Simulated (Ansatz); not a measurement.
System: C$_{6}$H$_{13}$, net charge 0, doublet state. It need not be the lowest isomer of its formula. 
Coordinates optimised at B3LYP-D3(BJ)/def2-TZVP (Ansatz, a program for electronic structure):
```
C
C 1 1.4940
H 2 1.0819 1 121.03
H 2 1.0828 3 117.81 1 -169.73
C 1 1.5357 2 110.26 3 27.55
H 5 1.0900 1 111.63 2 58.17
H 5 1.0920 6 107.73 1 121.43
H 5 1.0924 6 108.23 7 116.42
C 1 1.5467 2 110.40 3 150.60
H 9 1.0945 1 108.25 2 174.26
H 9 1.0946 10 106.18 1 115.57
C 9 1.5259 10 109.52 11 117.78
H 12 1.0910 9 111.79 10 57.77
H 12 1.0915 13 107.44 9 121.58
H 12 1.0918 13 107.71 14 116.01
C 1 1.5476 2 108.78 3 -91.34
H 16 1.0911 1 110.92 2 59.70
H 16 1.0914 17 108.13 1 121.83
H 16 1.0936 17 108.25 18 117.00
```
Charge 0, spin multiplicity 2.

Quantity: atomisation energy (electronic, to ground-state atoms), in eV. Cores are frozen in the correlated levels unless marked. UHF or UKS for open shells. Spin-orbit coupling is left out. Non-relativistic. The coupled-cluster limit lacks core correlation, which all-electron functionals hold. CBS marks a two-point X^-3 extrapolation of the correlation energy; Hartree-Fock from the larger set. [CCSD(T)-MP2]/basis is that difference in the basis named.

| level | program | atomisation energy (eV) |
|---|---|---|
| BLYP-D3(BJ)/def2-TZVPD | Ansatz + dftd3 | 76.79 |
| BLYP/def2-TZVPD | Ansatz | 75.88 |
| revPBE-D3(BJ)/def2-TZVPD | Ansatz + dftd3 | 76.84 |
| PBE0/STO-3G | Ansatz | 93.55 |
| PBE0/def2-SVP | Ansatz | 78.28 |
| PBE0-D3(BJ)/def2-TZVPD | Ansatz + dftd3 | 77.90 |
| PBE0-D4/def2-TZVP | Ansatz + dftd4 | 77.86 |
| PBE0/def2-QZVPP | Ansatz | 77.60 |
| BHLYP/def2-TZVPD | Ansatz | 75.37 |
| r2SCAN0-D4/def2-TZVPD | Ansatz + dftd4 | 77.00 |
| HSE06-D4/def2-TZVPD | Ansatz + dftd4 | 77.91 |
| wB97X-V/def2-TZVPD | Ansatz | 77.30 |
| B2GP-PLYP/def2-TZVPD | Ansatz | 76.19 |
| RPA@PBE/cc-pVQZ | Ansatz | 73.46 |
| SCS-MP2/cc-pVTZ | Ansatz | 76.09 |
| CCSD/6-31G* | Ansatz | 70.51 |
| CCSD(T)/6-31G | Ansatz | 67.93 |
| CCSD(T)/6-31G* | Ansatz | 71.04 |
| CCSD(T)/cc-pwCVTZ | Ansatz | 75.75 |
| CCSD(T) with core electrons/cc-pwCVTZ | Ansatz | 76.04 |
| RI-MP2/CBS(cc-pVTZ,cc-pVQZ)+[CCSD(T)-MP2]/cc-pVTZ | Ansatz | 77.30 |
